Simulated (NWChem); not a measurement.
System: boric acid (H$_{3}$BO$_{3}$); SMILES OB(O)O

```xyz
7

O     -1.0724     0.8724     0.0000
B     -0.0342    -0.0038     0.0000
O      1.2444     0.5000     0.0000
O     -0.3495    -1.3323     0.0000
H     -0.7566     1.7804     0.0000
H      1.9455    -0.1551     0.0000
H      0.4027    -1.9267     0.0000
```
Atoms are numbered in this order, from 1.

Program: NWChem. The geometry was optimised at PBE0/def2-SVP.

Question: Taking Hartree-Fock/def2-TZVPP as the yardstick, which of these has the fewest basis functions while keeping “highest occupied level (eV)” within 0.05 eV of it: Hartree-Fock/def2-SVP; Hartree-Fock/def2-SVPD; Hartree-Fock/def2-TZVP?

Answer: Hartree-Fock/def2-TZVP.
```tsv
level	basis functions	highest occupied level (eV)
Hartree-Fock/def2-SVP	71	-13.49
Hartree-Fock/def2-SVPD	113	-13.78
Hartree-Fock/def2-TZVP	142	-13.67
Hartree-Fock/def2-TZVPP	166	-13.67
```

The yardstick is one finite set, not the basis-set limit.
